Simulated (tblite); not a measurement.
Record of a relaxation.

C5H14BPS.
Numbering: `[CH3:1][S:2][B@-:3]([CH3:4])([PH3+:5])[CH:6]1[CH2:7][CH2:8]1` (hydrogens: H9, H10, H11 on C1; H12, H13, H14 on C4; H15, H16, H17 on P5; H18 on C6; H19, H20 on C7; H21, H22 on C8)

Computed with GFN2-xTB (tblite), gas phase: L-BFGS steps from a force-field or distance-geometry start until the largest atomic force falls under 0.01 eV/Å. 4 of its 168 geometries are shown.

Step 0: E = -673.8837 eV, largest atomic force 2.348 eV/Å
```
atom  x, y, z in Å  |  force x, y, z in eV/Å
C1      3.034    0.840   -0.542    0.344  -0.421  -0.198
S2      1.348    0.812   -1.221    0.178   0.409  -1.406
B3      0.148   -0.142   -0.092    0.198   0.785   0.808
C4      0.881   -0.888    1.073    0.702  -1.494   1.670
P5     -0.649   -1.472   -1.190    0.880   0.963  -0.358
C6     -0.911    0.912    0.449   -0.118  -0.135  -0.442
C7     -2.203    0.939   -0.327   -0.283   1.041   0.348
C8     -2.176    0.489    1.114   -0.698   1.044   0.543
H9      3.703    1.180   -1.368   -0.587  -0.136   0.779
H10     3.298   -0.202   -0.278    0.099   0.704   0.028
H11     3.049    1.525    0.319    0.214  -0.374  -0.364
H12     0.823   -2.001    0.900    0.477   0.707   0.344
H13     1.937   -0.589    1.197   -0.505  -0.472   0.070
H14     0.412   -0.734    2.071    0.254  -0.033  -0.623
H15     0.387   -2.391   -1.460   -0.977   0.000  -0.088
H16    -0.934   -0.854   -2.419   -0.204  -0.920   0.297
H17    -1.760   -2.067   -0.605    0.219  -0.373  -0.701
H18    -0.498    1.873    0.786   -0.319  -0.339  -0.276
H19    -2.544    1.974   -0.570   -0.252  -1.310   0.075
H20    -2.390    0.131   -1.062    0.029   0.825   0.181
H21    -2.381   -0.551    1.389    0.143   0.436  -0.246
H22    -2.586    1.237    1.833    0.206  -0.904  -0.440
```

Step 56: E = -674.9228 eV, largest atomic force 0.154 eV/Å
```
atom  x, y, z in Å  |  force x, y, z in eV/Å
C1      2.990    0.674   -0.679    0.058  -0.010  -0.036
S2      1.320    0.580   -1.397   -0.089  -0.071   0.047
B3      0.179   -0.087    0.050   -0.003   0.071  -0.002
C4      0.961   -0.812    1.264   -0.022   0.016   0.015
P5     -0.605   -1.451   -1.171    0.052   0.051  -0.025
C6     -0.928    0.984    0.487   -0.039  -0.056  -0.029
C7     -2.231    1.109   -0.254   -0.018   0.049  -0.023
C8     -2.216    0.528    1.121    0.038   0.012   0.029
H9      3.621    1.105   -1.448    0.056   0.003  -0.042
H10     3.344   -0.320   -0.428   -0.006   0.008   0.063
H11     2.987    1.324    0.190   -0.062  -0.060   0.010
H12     1.518   -1.706    0.977   -0.003   0.035  -0.075
H13     1.669   -0.131    1.730    0.030   0.006   0.034
H14     0.264   -1.107    2.048   -0.013  -0.020  -0.030
H15     0.291   -2.464   -1.448   -0.011   0.009   0.026
H16    -0.764   -0.980   -2.455   -0.040   0.005   0.015
H17    -1.765   -2.241   -1.119    0.062   0.013   0.040
H18    -0.525    1.921    0.872   -0.116  -0.099  -0.022
H19    -2.677    2.080   -0.397    0.022   0.090   0.002
H20    -2.413    0.440   -1.090    0.036  -0.046  -0.010
H21    -2.389   -0.538    1.223    0.061   0.035   0.010
H22    -2.640    1.113    1.924    0.006  -0.041   0.003
```

Step 111: E = -674.9511 eV, largest atomic force 0.078 eV/Å
```
atom  x, y, z in Å  |  force x, y, z in eV/Å
C1      3.002    0.552   -0.730   -0.034   0.006  -0.010
S2      1.300    0.660   -1.389    0.075   0.000   0.021
B3      0.173   -0.005    0.056    0.007  -0.014   0.040
C4      0.962   -0.732    1.269   -0.026   0.031  -0.032
P5     -0.542   -1.418   -1.137    0.012   0.020   0.023
C6     -0.975    1.014    0.500    0.019  -0.011   0.018
C7     -2.268    1.168   -0.248    0.019  -0.003  -0.006
C8     -2.260    0.491    1.084    0.029  -0.001   0.014
H9      3.659    0.927   -1.508   -0.015  -0.008   0.007
H10     3.259   -0.476   -0.492   -0.033   0.034  -0.015
H11     3.076    1.181    0.153   -0.001  -0.038  -0.022
H12     1.661   -1.502    0.940   -0.003   0.014  -0.015
H13     1.525   -0.018    1.867    0.004  -0.004  -0.003
H14     0.254   -1.211    1.943   -0.011   0.003   0.022
H15     0.444   -2.330   -1.442    0.007  -0.018   0.000
H16    -0.835   -1.002   -2.416   -0.019   0.015  -0.013
H17    -1.593   -2.337   -0.988   -0.003  -0.009  -0.014
H18    -0.617    1.933    0.956    0.006  -0.006   0.010
H19    -2.710    2.149   -0.325   -0.024   0.024  -0.005
H20    -2.430    0.559   -1.131    0.020  -0.046  -0.012
H21    -2.400   -0.583    1.111    0.005   0.001  -0.016
H22    -2.697    1.000    1.928   -0.034   0.010   0.007
```

Step 167: E = -674.9986 eV, largest atomic force 0.009 eV/Å
```
atom  x, y, z in Å  |  force x, y, z in eV/Å
C1      2.897    0.213   -0.946   -0.003  -0.001  -0.002
S2      1.263    0.986   -1.168    0.002   0.000   0.003
B3      0.186    0.147    0.215   -0.003  -0.005  -0.002
C4      0.992   -0.503    1.452   -0.001   0.003  -0.006
P5     -0.335   -1.275   -1.078    0.008  -0.004   0.002
C6     -1.079    1.030    0.625   -0.002  -0.002   0.005
C7     -2.282    1.206   -0.257   -0.002   0.001   0.003
C8     -2.383    0.367    0.976   -0.002  -0.002   0.000
H9      3.535    0.597   -1.734    0.000   0.002   0.000
H10     2.821   -0.871   -1.030   -0.002  -0.001   0.001
H11     3.298    0.487    0.025   -0.004   0.002  -0.001
H12     1.724   -1.257    1.160    0.001  -0.003   0.001
H13     1.523    0.258    2.021    0.003   0.000  -0.001
H14     0.298   -0.980    2.143    0.004  -0.004   0.002
H15     0.794   -1.927   -1.531   -0.003   0.005   0.004
H16    -0.804   -0.820   -2.288    0.001  -0.006   0.001
H17    -1.131   -2.437   -0.992    0.000   0.001  -0.001
H18    -0.842    1.900    1.231    0.000   0.004  -0.001
H19    -2.782    2.163   -0.271    0.000   0.003  -0.002
H20    -2.296    0.705   -1.218    0.004   0.005   0.003
H21    -2.447   -0.709    0.856   -0.003  -0.001  -0.008
H22    -2.959    0.739    1.810    0.002   0.003  -0.001
```

**Question.** Summarise the path.

**Answer.** The energy falls by 25.71 kcal/mol from step 0 to step 167; nine tenths of that is first reached at step 45. It falls at every step. The largest force goes from 2.348 to 0.009 eV/Å. Among the bonds B3–P5 changes most, from 1.900 to 1.992 Å; the atoms move by 0.680 Å rms after alignment.

**Question.** Follow the three bonds and two angles with the largest change from start to end.

**Answer.** 
```
step  E above end (kcal/mol)  largest force (eV/Å)  B3–P5 (Å)  B3–C4 (Å)  S2–B3 (Å)  B3–P5–H17 (°)  H15–P5–H17 (°)
   0                   25.71                 2.348      1.900      1.566      1.904          113.1           112.9
   7                    6.30                 0.359      1.923      1.622      1.964          121.6            96.9
  15                    4.51                 0.137      1.994      1.632      1.965          122.7            98.2
  22                    3.57                 0.222      1.995      1.619      1.965          129.6            97.2
  29                    3.11                 0.113      1.975      1.623      1.956          131.9            97.2
  36                    2.84                 0.070      1.971      1.624      1.960          131.8            98.1
  44                    2.59                 0.111      1.972      1.622      1.966          130.7            96.9
  51                    2.21                 0.277      1.990      1.618      1.944          132.7            97.2
  58                    1.60                 0.186      2.001      1.620      1.958          133.9            97.4
  65                    1.36                 0.062      1.985      1.614      1.960          132.6            97.1
  73                    1.26                 0.041      1.976      1.616      1.960          131.5            97.5
  80                    1.21                 0.040      1.977      1.615      1.956          131.8            97.4
  87                    1.18                 0.025      1.980      1.616      1.953          132.1            97.3
  94                    1.17                 0.022      1.984      1.616      1.951          132.0            97.1
 102                    1.15                 0.025      1.983      1.616      1.953          131.8            97.1
 109                    1.12                 0.036      1.982      1.617      1.952          131.9            97.2
 116                    0.99                 0.134      1.985      1.614      1.954          132.3            96.4
 123                    0.60                 0.158      1.999      1.606      1.943          135.9            95.3
 131                    0.08                 0.069      1.994      1.611      1.942          134.4            95.0
 138                    0.04                 0.016      1.993      1.612      1.944          134.2            95.3
 145                    0.03                 0.027      1.991      1.613      1.945          134.3            95.4
 152                    0.02                 0.015      1.991      1.613      1.944          134.2            95.2
 160                    0.01                 0.012      1.992      1.613      1.942          134.1            95.3
 167                    0.00                 0.009      1.992      1.613      1.944          134.1            95.3
```

What follows is the cost of the whole relaxation. Time: 2.5 s wall. Hardware: one thread of an Arm Neoverse N1, shared host with 64 logical CPUs at a one-minute load of 55.
